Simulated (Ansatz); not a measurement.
System: sum formula H₄BO (charge +1, singlet). It need not be the lowest isomer of its formula. 
Structure (B3LYP-D3(BJ)/def2-TZVP (Ansatz, a first-principles code) minimum search):
```xyz
6

B     -0.7958     0.3111    -0.0911
O      0.5449    -0.2130     0.0623
H     -1.6133    -0.5233    -0.2119
H     -0.8449     1.4842    -0.0694
H      1.3312     0.3570     0.1731
H      0.7470    -1.1693     0.0647
```
Charge +1, spin multiplicity 1.

Basis-set convergence of Hartree-Fock and CCSD(T) correlation energies (hartree) with Ansatz. Cores are frozen in the correlated levels unless marked. Spin-orbit coupling is left out. Non-relativistic.

```tsv
basis	functions	E(HF)	E(corr, CCSD(T))
def2-SVP	48	-101.53261	-0.30129
def2-TZVPP	118	-101.65651	-0.37075
def2-QZVPP	234	-101.66158	-0.39406
```

Extrapolating the two largest sets (X = 3 and 4) as X^-3: E(corr) = (64·(-0.39406) - 27·(-0.37075))/37 = -0.4111 Eh, an estimate of the basis-set limit. The largest set recovers 95.9 % of it, the smallest 73.3 %.
